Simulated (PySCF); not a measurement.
ORD: `N#C[C@@H]1C[Si@@H]1C#N`, C4H4N2Si

Molfile (atoms numbered from 1):
```
C4H4N2Si
     RDKit          3D

 11 11  0  0  0  0  0  0  0  0999 V2000
    0.7760    1.5926   -2.2428 N   0  0  0  0  0  0  0  0  0  0  0  0
    0.5031    0.6521   -1.6459 C   0  0  0  0  0  0  0  0  0  0  0  0
    0.1688   -0.4938   -0.8958 C   0  0  2  0  0  0  0  0  0  0  0  0
   -1.1751   -0.4808   -0.1316 C   0  0  0  0  0  0  0  0  0  0  0  0
    0.3142   -0.4944    1.0126 Si  0  0  2  0  0  4  0  0  0  0  0  0
    0.7427    1.1305    1.7862 C   0  0  0  0  0  0  0  0  0  0  0  0
    1.0087    2.1175    2.3030 N   0  0  0  0  0  0  0  0  0  0  0  0
    0.4107   -1.4139   -1.4172 H   0  0  0  0  0  0  0  0  0  0  0  0
   -1.7560    0.4259   -0.2454 H   0  0  0  0  0  0  0  0  0  0  0  0
   -1.7840   -1.3654   -0.2595 H   0  0  0  0  0  0  0  0  0  0  0  0
    0.7963   -1.6677    1.7105 H   0  0  0  0  0  0  0  0  0  0  0  0
  1  2  3  0
  2  3  1  0
  3  4  1  0
  4  5  1  0
  5  6  1  0
  6  7  3  0
  5  3  1  0
  3  8  1  6
  4  9  1  0
  4 10  1  0
  5 11  1  1
M  END
```

Level of theory: TDDFT OPBE/aug-cc-pVDZ circular dichroism and optical rotation, one conformer, gas phase in PySCF. Geometry: GFN2-xTB.

States above about 6.9 eV lie in this functional's continuum (it starts at minus the energy of the highest occupied orbital, well below the true ionisation energy for most functionals) and depend on the basis. Singlets 12 and 13 lie within 0.01 eV of each other, so their separate moments and overlaps can depend on how they mix.

Stereocentres: C3 R, Si5 S.

Problem. What is the specific rotation at 1550, 800 nm?

Solution. [α] in deg dm⁻¹ (g/mL)⁻¹:
| λ (nm) | origin-invariant length gauge | modified velocity gauge | length gauge (centre of mass) | isotropic polarisability (au) |
| --- | --- | --- | --- | --- |
| 1550 | +13.8 | +12.4 | +14.2 | 82.9 |
| 800 | +52.8 | +47.4 | +54.6 | 84.3 |

Problem. And for the mirror image at 1550 nm?

Solution. -13.8 deg dm⁻¹ (g/mL)⁻¹ (origin-invariant length gauge): the same size and the opposite sign.

Problem. What is the molar rotation [Φ] = [α]·M/100 of the geometry above at 1550 nm?

Solution. With M = 108.17 g/mol, +14.9 deg cm² dmol⁻¹ (origin-invariant length gauge).

The first excitation lies at 5.00 eV (248 nm) with R = +22.5 × 10⁻⁴⁰ esu² cm² (velocity form).
